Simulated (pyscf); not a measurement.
A first-order saddle from PySCF, ωB97X-D3(BJ)/def2-SVP:

```xyz
9

C      0.5226    -0.6230    -0.1931
C     -0.7110    -0.1806     0.2579
C     -0.9017     0.6568     1.4814
C     -0.9198     1.6524     0.6546
H      0.6018    -1.2409    -1.0917
H      1.4465    -0.3218     0.3100
H     -1.6124    -0.5635    -0.2362
H     -0.9497     0.4305     2.5521
H     -0.9389     2.7163     0.4278
```
Charge 0, spin multiplicity 2.

Surface: doublet, charge 0. Lowest wavenumbers (cm⁻¹): 757i, 272, 407, 516, 590.

Q: Which two sides does it connect, and which bonds change?

A: •HC=CH–CH=CH₂ <-> cyclic C₄H₅ (SMILES [CH2]C1C=C1) [doublet], a ring closure read from left to right: none broken and C–C formed. At CCSD(T)/def2-TZVPP + ΔMP2(QZVPP) it lies +26.2 kcal/mol from the left side and +8.1 kcal/mol from the right (each side as separated species at their lowest minima found). On the reactant side the descent ends in a point that may be a rotor saddle (no frequency run), 2.2 kcal/mol over the lowest minimum found and 24.1 kcal/mol under the saddle at ωB97X-D3(BJ)/def2-TZVP. •HC=CH–CH=CH₂ lies 11.3 kcal/mol over its isomer •HC=C=CH–CH₃ (electronic energy, ωB97M-D3(BJ)/def2-TZVP). cyclic C₄H₅ (SMILES [CH2]C1C=C1) [doublet] lies 28.9 kcal/mol over its isomer •HC=C=CH–CH₃ (electronic energy, ωB97M-D3(BJ)/def2-TZVP). This is the saddle that the search found; another between the same sides may lie lower. The CCSD(T) − MP2 part came from Ansatz, without density fitting, on the same reference. An open-shell T1 diagnostic exceeds 0.045. A UHF reference is spin-contaminated (<S²> up to 1.26), which harms MP2 most.
